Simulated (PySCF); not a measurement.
Compound: C8H7O (doublet state).
Atom-mapped SMILES: `[CH:1]#[C:2][C@@H:3]([CH:4][C:5]#[C:6][CH3:7])[CH:8]=[O:9]` (hydrogens: H10 on C1; H11 on C3; H12 on C4; H13, H14, H15 on C7; H16 on C8)

Geometry (GFN2-xTB, Å), atoms numbered from 1 in this order:
```
atom  x, y, z in Å
C1    -2.5891    0.0553    2.2598
C2    -2.0322    0.2970    1.2283
C3    -1.3329    0.5130   -0.0329
C4    -0.2950   -0.5430   -0.2276
C5     1.0300   -0.2506   -0.2616
C6     2.2131    0.0473   -0.2872
C7     3.6164    0.3694   -0.3299
C8    -2.3934    0.5253   -1.1259
O9    -2.4146   -0.1787   -2.0908
H10   -3.0683   -0.1315    3.1743
H11   -0.8716    1.5094   -0.0102
H12   -0.6323   -1.5595   -0.3504
H13    4.1896   -0.3602    0.2442
H14    3.9762    0.3531   -1.3611
H15    3.7892    1.3632    0.0844
H16   -3.1927    1.2669   -0.9248
```

The hyperfine couplings belong to this conformer and change with its torsions.

Theory: PySCF 2.14.0, UKS B3LYP, pcH-1 on C H O, non-relativistic, mean-field spin-orbit, GIAO. One conformer (not necessarily the lowest) at the GFN2-xTB geometry, without solvent, vibrations or thermal averaging. GFN2-xTB frequencies show an imaginary mode (29i cm⁻¹), so this geometry is no minimum at that level. The geometry wasn't refined by DFT: couplings that depend on bond lengths, twists or pyramidal angles can differ widely from those at the functional's own minimum. Stability of the SCF solution: not tested.

Q: Where do the isotropic ENDOR lines of C4, C5, C2, C6, C8, C3, C7, H12, H13/H14/H15 and H16 fall at 337.5 mT, to first order?

A: For S = 1/2 in fast tumbling each set of equivalent nuclei gives two lines, ν± = |νn ± a/2| to first order, with νn = g_N μN B/h and μN/h = 7.62259 MHz/T.

```
     nuclei  isotope     g_N  νn (MHz)  a_iso (MHz)  lower line (MHz)  upper line (MHz)
         C4      13C  1.4048      3.61        67.12             29.95             37.17
         C5      13C  1.4048      3.61       -65.12             28.95             36.18
         C2      13C  1.4048      3.61        50.12             21.44             28.67
         C6      13C  1.4048      3.61        44.05             18.41             25.64
         C8      13C  1.4048      3.61        30.17             11.47             18.70
         C3      13C  1.4048      3.61       -24.44              8.61             15.83
         C7      13C  1.4048      3.61       -19.46              6.12             13.35
        H12       1H  5.5857     14.37       -52.03             11.64             40.38
H13/H14/H15       1H  5.5857     14.37        44.21              7.74             36.48
        H16       1H  5.5857     14.37         6.08             11.33             17.41
```

The rows for 13C, of low natural abundance, apply to labelled samples.

Q: Which pairs are centred on the nuclear Larmor frequency, and which on half the coupling?

A: Centred on νn, since |a| < 2νn: H16. Centred on |a|/2 and split by 2νn: C4, C5, C2, C6, C8, C3, C7, H12 and H13/H14/H15.

Q: At what field would the lower line of C4 fall to zero frequency?

A: Where νn = |a|/2, that is B = 33.56 MHz/(1.4048 × 7.62259 MHz/T) = 3130 mT, as far as first order holds there.

Couplings of abundant isotopes left out: H11 (2.7 MHz) and H10 (-1.4 MHz).

Means are taken over nuclei equivalent by connectivity, which assumes that they swap fast. The three 1H nuclei of mean +44.2 MHz run from 12.6 to 78.4 MHz in the frozen geometry.

The Mulliken spin populations are largest on C4 (+0.76), C6 (+0.52) and C5 (-0.25). The angles at C4 add up to 360.0°, so it is planar; its axial dipolar tensor and the negative coupling of its proton fit spin in a p orbital normal to that plane.
